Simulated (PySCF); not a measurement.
Te(OH)(OMe) (CH4O2Te), SMILES [Te](O)OC.

Coordinates come from a B3LYP-D3(BJ)/def2-SVP optimisation. The def2 effective core potentials stand for the cores of Te; spin–orbit coupling is left out. Other conformers were not sampled.

Method: B3LYP-D3(BJ)/def2-SVP (PySCF).

Frequencies are harmonic and unscaled.

```json
[
 {"mode": "1", "ν (cm⁻¹)": "88", "IR (km/mol)": "4.7", "Raman (Å⁴/amu)": "2.3", "depolarisation": "0.69", "moving atoms (share of kinetic energy)": "O 47 %, C 27 %, H 22 %"},
 {"mode": "2", "ν (cm⁻¹)": "129", "IR (km/mol)": "0.4", "Raman (Å⁴/amu)": "0.7", "depolarisation": "0.69", "moving atoms (share of kinetic energy)": "H 88 %, O 11 %"},
 {"mode": "3", "ν (cm⁻¹)": "229", "IR (km/mol)": "13.3", "Raman (Å⁴/amu)": "1.6", "depolarisation": "0.60", "moving atoms (share of kinetic energy)": "O 72 %, H 19 %"},
 {"mode": "4", "ν (cm⁻¹)": "281", "IR (km/mol)": "4.4", "Raman (Å⁴/amu)": "2.4", "depolarisation": "0.26", "moving atoms (share of kinetic energy)": "C 37 %, H 26 %, O 25 %, Te 13 %"},
 {"mode": "5", "ν (cm⁻¹)": "446", "IR (km/mol)": "111.5", "Raman (Å⁴/amu)": "4.6", "depolarisation": "0.63", "moving atoms (share of kinetic energy)": "H 87 %, O 11 %"},
 {"mode": "6", "ν (cm⁻¹)": "549", "IR (km/mol)": "41.7", "Raman (Å⁴/amu)": "21.3", "depolarisation": "0.37", "moving atoms (share of kinetic energy)": "O 75 %, Te 12 %"},
 {"mode": "7", "ν (cm⁻¹)": "598", "IR (km/mol)": "43.7", "Raman (Å⁴/amu)": "18.7", "depolarisation": "0.17", "moving atoms (share of kinetic energy)": "O 86 %, Te 11 %"},
 {"mode": "8", "ν (cm⁻¹)": "999", "IR (km/mol)": "44.6", "Raman (Å⁴/amu)": "2.0", "depolarisation": "0.70", "moving atoms (share of kinetic energy)": "H 94 %"},
 {"mode": "9", "ν (cm⁻¹)": "1067", "IR (km/mol)": "138.4", "Raman (Å⁴/amu)": "6.6", "depolarisation": "0.38", "moving atoms (share of kinetic energy)": "O 50 %, C 46 %"},
 {"mode": "10", "ν (cm⁻¹)": "1165", "IR (km/mol)": "2.0", "Raman (Å⁴/amu)": "3.2", "depolarisation": "0.74", "moving atoms (share of kinetic energy)": "H 77 %, C 18 %"},
 {"mode": "11", "ν (cm⁻¹)": "1178", "IR (km/mol)": "6.6", "Raman (Å⁴/amu)": "2.9", "depolarisation": "0.10", "moving atoms (share of kinetic energy)": "H 73 %, C 20 %"},
 {"mode": "12", "ν (cm⁻¹)": "1450", "IR (km/mol)": "9.7", "Raman (Å⁴/amu)": "12.6", "depolarisation": "0.68", "moving atoms (share of kinetic energy)": "H 92 %"},
 {"mode": "13", "ν (cm⁻¹)": "1457", "IR (km/mol)": "15.0", "Raman (Å⁴/amu)": "17.5", "depolarisation": "0.72", "moving atoms (share of kinetic energy)": "H 93 %"},
 {"mode": "14", "ν (cm⁻¹)": "1480", "IR (km/mol)": "12.3", "Raman (Å⁴/amu)": "16.9", "depolarisation": "0.75", "moving atoms (share of kinetic energy)": "H 95 %"},
 {"mode": "15", "ν (cm⁻¹)": "2989", "IR (km/mol)": "72.6", "Raman (Å⁴/amu)": "156.5", "depolarisation": "0.02", "moving atoms (share of kinetic energy)": "H 97 %"},
 {"mode": "16", "ν (cm⁻¹)": "3066", "IR (km/mol)": "36.0", "Raman (Å⁴/amu)": "63.1", "depolarisation": "0.71", "moving atoms (share of kinetic energy)": "H 90 %, C 10 %"},
 {"mode": "17", "ν (cm⁻¹)": "3095", "IR (km/mol)": "20.5", "Raman (Å⁴/amu)": "185.5", "depolarisation": "0.53", "moving atoms (share of kinetic energy)": "H 90 %, C 10 %"},
 {"mode": "18", "ν (cm⁻¹)": "3786", "IR (km/mol)": "87.9", "Raman (Å⁴/amu)": "93.9", "depolarisation": "0.27", "moving atoms (share of kinetic energy)": "H 94 %"}
]
```
